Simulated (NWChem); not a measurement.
## Correlation energy of Au2

```
Au
Au 1 2.5399
```
Charge 0, spin multiplicity 1.

The numbers come from NWChem runs, not from measurements. The geometry was optimised at PBE0/def2-SVP with def2 effective core potentials on Au, a minimum by its harmonic frequencies.

Basis set: def2-SVP. Each correlation energy counts from its own Hartree-Fock reference.

```csv
method,correlation energy (mHa),difference from CCSD(T)
CCSD+T(CCSD),-530.8,-1.9
SCS-MP2,-491.5,+37.3
MP2,-551.7,-22.8
CCSD(T),-528.9,0.0
CR-CCSD(T),-525.7,+3.2
CR-CCSD[T],-527.1,+1.8
CCSD,-516.2,+12.6
```

The values span 60.1 mHa, from MP2 (lowest) to SCS-MP2 (highest). 

Effective core potentials replace the inner electrons of Au; spin-orbit coupling is left out. The correlated methods keep 8 core orbitals frozen. The structure started from a generated list of species. No row is a measurement; the coupled-cluster row has its own basis-set and correlation limits.
